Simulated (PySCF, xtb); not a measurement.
C2H6N2OSi, SMILES [Si@@H](N)(C)N=C=O. Other conformers were not sampled.

Harmonic wavenumbers (cm⁻¹) from GFN2-xTB (xtb 6.7.1) at its own minimum, in rising order: 37, 85, 108, 112, 187, 216, 248, 422, 497, 504, 620, 627, 668, 736, 780, 818, 855, 931, 1379, 1486, 1490, 1503, 1507, 2240, 2503, 3029, 3039, 3044, 3487, 3530.

Q: What does B3LYP-D3(BJ)/def2-SVP run with PySCF 2.14.0 give at its own minimum? (An estimate is asked for; the answer gives what the named calculation found.)

A: 46, 54, 155, 190, 252, 272, 310, 427, 550, 613, 617, 645, 703, 779, 836, 886, 895, 932, 1277, 1432, 1435, 1508, 1548, 2252, 2443, 3033, 3122, 3134, 3563, 3653. Paired by order, the mean absolute difference is 49 cm⁻¹ and the zero-point energies are 52.4 and 53.7 kcal/mol.
